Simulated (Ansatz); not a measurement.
Consider the cleavage of the Ge–Si bond: `[NH2][GeH2][SiH2]Cl` + `N[SiH](N)F` → `[NH2][GeH2][NH][SiH](N)F` + `[SiH3]Cl`.

Computed with Ansatz on PBE0-D4/def2-TZVP structures; ΔE is electronic, products minus reactants. CBS: MP2 limit from def2 TZ/QZ plus the TZ coupled-cluster correction, frozen cores. This one scheme is used for every species. Functionals use def2-TZVPP. For Ge outer-core shells are correlated without core-valence functions, which leaves a few kJ/mol of doubt a bond. Scalar relativity is left out up to krypton. Each species was taken in one conformer, which may not be the lowest.

`[NH2][GeH2][SiH2]Cl`:

Cartesian coordinates in Å:
```
N 0.972 1.179 -1.059
Ge -0.479 0.778 0.008
Si -0.229 -1.479 0.734
Cl 1.414 -1.651 1.965
H 1.015 0.643 -1.915
H 1.042 2.160 -1.296
H -1.852 0.932 -0.699
H -0.435 1.757 1.192
H -0.025 -2.389 -0.423
H -1.421 -1.931 1.494
```

`N[SiH](N)F`:

Z-matrix (Å, degrees):
```
Si
N 1 1.694
F 1 1.604 2 116.3
N 1 1.699 2 107.9 3 116.0
H 1 1.482 2 106.1 3 -115.6
H 2 1.006 1 121.4 3 85.7
H 2 1.007 1 121.8 3 -68.8
H 4 1.006 1 121.0 2 -157.4
H 4 1.006 1 121.2 2 50.4
```

`[NH2][GeH2][NH][SiH](N)F`:

```xyz
14

N     1.554   -0.465   -1.208
Ge    0.829   -1.310    0.267
N     0.013   -0.008    1.268
Si   -1.251    1.016    0.762
N    -1.201    1.030   -0.927
F    -2.716    0.513    1.178
H     2.393    0.065   -1.013
H     1.741   -1.086   -1.984
H     1.874   -1.957    1.201
H    -0.159   -2.341   -0.295
H     0.372    0.101    2.204
H    -1.133    2.307    1.481
H    -0.338    0.855   -1.422
H    -1.978    1.279   -1.512
```

`[SiH3]Cl`:

Cartesian coordinates in Å:
```
Si 0.102 0.009 0.078
Cl -1.528 -0.132 -1.164
H 0.113 -1.169 0.975
H -0.013 1.257 0.866
H 1.326 0.035 -0.755
```

```
             level  ΔE (kcal/mol)
         r2SCAN-D4           -4.0
CCSD(T)/def2-TZVPP           -6.9
```

Q: What does CCSD(T)/CBS give? (Best estimate.)

A: The calculation gave: -5.6 kcal/mol. The listed levels differ from it by 1.6, -1.3 kcal/mol.

Largest T1 diagnostic among the species: 0.011.

From PBE to PBE0 (25 % exact exchange), in def2-TZVPP and without D4, ΔE moves by −1.2 kcal/mol. The D4 term adds −1.6 kcal/mol with B3LYP and −0.9 kcal/mol with PBE0; it sums over pairs of atoms, weighted by their polarisabilities, and B3LYP, whose exchange is more repulsive, gets the larger term.

B3LYP here is the variant with VWN-RPA as its local correlation; programs differ in this.
